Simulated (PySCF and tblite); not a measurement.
The numbers below are computed, except where a source is named.
C6H11F, numbered as in [F:1][CH:2]1[CH2:3][CH2:4][CH2:5][CH2:6][CH2:7]1.

First level. Level: PBE0-D3(BJ)/pcSseg-1 (IEF-PCM, chloroform)//GFN2-xTB, thermal terms from GFN2-xTB, symmetry numbers and mirror pairs counted. Conformers within 3 kcal/mol (GFN2-xTB free energy) were kept, 10 at most. GIAO shieldings: PBE0/pcSseg-1 (IEF-PCM, chloroform). Shifts are against TMS (¹H), TMS (¹³C), CFCl3 (¹⁹F) at the same level; of two unlike H on one atom, a is the less shielded. (PySCF 2.14, tblite 0.8.)

It gives, at 298.15 K, with 2 conformers (largest weight 55 %): ¹H: 4.86 (H2, 1H), 1.83 (H3a/H7a, 2H), 1.80 (H4a/H6a, 2H), 1.72 (H3b/H7b, 2H), 1.44 (H5a, 1H), 1.40 (H4b/H6b, 2H), 1.38 (H5b, 1H) ppm. ¹³C: 94.6 (C2), 36.7 (C3/C7), 29.8 (C5), 26.8 (C4/C6) ppm. ¹⁹F: -210.5 (F1) ppm.

Second level: GFN2-xTB geometries, energies B97-D-D3(BJ)/cc-pVDZ (IEF-PCM, benzene), shieldings WP04/pcSseg-1 (IEF-PCM, benzene), on up to 4 of the same conformers.

**Question.** How do the averaged shifts change?

**Answer.** 
```json
{"signal": "H2", "first": "4.86", "second": "4.69", "change (ppm)": "-0.17"}
{"signal": "H3a/H7a", "first": "1.83", "second": "1.79", "change (ppm)": "-0.04"}
{"signal": "H3b/H7b", "first": "1.72", "second": "1.69", "change (ppm)": "-0.03"}
{"signal": "H4a/H6a", "first": "1.80", "second": "1.72", "change (ppm)": "-0.08"}
{"signal": "H4b/H6b", "first": "1.40", "second": "1.30", "change (ppm)": "-0.10"}
{"signal": "H5a", "first": "1.44", "second": "1.38", "change (ppm)": "-0.06"}
{"signal": "H5b", "first": "1.38", "second": "1.30", "change (ppm)": "-0.08"}
{"signal": "C2", "first": "94.6", "second": "98.4", "change (ppm)": "3.8"}
{"signal": "C3/C7", "first": "36.7", "second": "37.4", "change (ppm)": "0.7"}
{"signal": "C4/C6", "first": "26.8", "second": "28.8", "change (ppm)": "2.0"}
{"signal": "C5", "first": "29.8", "second": "30.9", "change (ppm)": "1.1"}
```

The largest weight becomes 62 %.

Unscaled ¹⁹F shifts at such levels can be off by tens of ppm; differences between conformers or isomers are more reliable. Shifts are unscaled: against experiment ¹³C can be off by 15 ppm or more and ¹H by 0.8 ppm.
